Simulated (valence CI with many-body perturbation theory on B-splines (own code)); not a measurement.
# Missing levels of Bi⁴²⁺

Computed by relativistic CI+MBPT: five valence electrons over a frozen Dirac-Fock core [Kr], radial functions for each j: 7 s, 7 p, 8 d, 6 f, 4 g, 1 h, with the one-electron correlation potential Σ1 (screened to all orders), the two-electron term Σ2, the three-electron term Σ3, Breit, model QED; selected single and double excitations, second order for the rest, scaled by the run's own slope (own B-spline code, finite nucleus).

The last digits are not significant, and no measured levels were compared; by estimate large intervals hold to a few tenths of a per cent, small ones and those within an open d or f shell to about a per cent. The list stops below the first excitations out of the core.

| Level | E (eV) |
| --- | --- |
| (4d3/2^4 4d5/2) J=5/2 | 0.000 |
| (4d3/2^3 4d5/2^2) J=5/2 [a] | ? |
| (4d3/2^3 4d5/2^2) J=7/2 [a] | 32.361 |
| (4d3/2^3 4d5/2^2) J=3/2 [a] | 33.049 |
| (4d3/2^3 4d5/2^2) J=11/2 | 33.503 |
| (4d3/2^3 4d5/2^2) J=9/2 | ? |
| (4d3/2^3 4d5/2^2) J=5/2 [b] | ? |
| (4d3/2^3 4d5/2^2) J=1/2 | ? |
| (4d3/2^3 4d5/2^2) J=7/2 [b] | 39.020 |
| (4d3/2^3 4d5/2^2) J=3/2 [b] | 46.620 |
| (4d3/2^2 4d5/2^3) J=5/2 [a] | ? |
| (4d3/2^2 4d5/2^3) J=7/2 [a] | 62.882 |
| (4d3/2^2 4d5/2^3) J=11/2 | 63.600 |
| (4d3/2^2 4d5/2^3) J=9/2 [a] | 64.268 |
| (4d3/2^2 4d5/2^3) J=1/2 [a] | 65.841 |
| (4d3/2^2 4d5/2^3) J=13/2 | 66.325 |
| (4d3/2^2 4d5/2^3) J=3/2 [a] | 66.838 |
| (4d3/2^2 4d5/2^3) J=5/2 [b] | 67.245 |
| (4d3/2^2 4d5/2^3) J=9/2 [b] | 70.056 |
| (4d3/2^2 4d5/2^3) J=7/2 [b] | ? |

Levels are named by their leading jj configuration (3d3/2^4 stands for four electrons in 3d with j = 3/2), which in mixed levels can hold well under half, so a name can repeat and another be missing. Letters in brackets count levels of one name in rising energy.

Question: The levels stand in rising order. What does the calculation give for the missing energies?

Answer: (4d3/2^3 4d5/2^2) J=5/2 [a] 26.994; (4d3/2^3 4d5/2^2) J=9/2 35.551; (4d3/2^3 4d5/2^2) J=5/2 [b] 37.062; (4d3/2^3 4d5/2^2) J=1/2 38.543; (4d3/2^2 4d5/2^3) J=5/2 [a] 58.925; (4d3/2^2 4d5/2^3) J=7/2 [b] 70.929.
